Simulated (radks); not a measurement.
The numbers below are computed, except where a source is named.
Question: These are the eigenvalues of the occupied orbitals of an atom or ion with whole-number occupations (Ry). Level of theory: scalar-relativistic Kohn-Sham, OLYP, spin-polarised, spherical densities, finite nucleus; Fermi nuclear charge, rms radius of each element as measured or else 0.836 A^(1/3) + 0.57 fm (a radial shooting solver on a logarithmic mesh with Libxc functionals).

1s up: -700.7214
1s down: -700.7177
2s down: -85.90781
2s up: -85.90710
2p up: -74.57729
2p down: -74.57698
3s down: -10.22066
3s up: -10.21938
3p up: -6.85074
3p down: -6.85050
3d up: -1.45972
3d down: -1.44548
4s up: -1.04130

Which element is it, and in what charge state? The configuration may be excited. Open shells, if any, are filled with parallel spins first.

Answer: Z = 30, zinc, charge +1: Zn+ in [Ar] 3d10 4s1. The list shows which subshells hold electrons but not how many an open one holds; the 1s level, -350.36 hartree, gives Z - s = 26.5 by -(Z - s)^2/2, which with screening and relativity narrows Z to a few neighbours, and the depths of the outer levels then fix element, charge and occupations together.
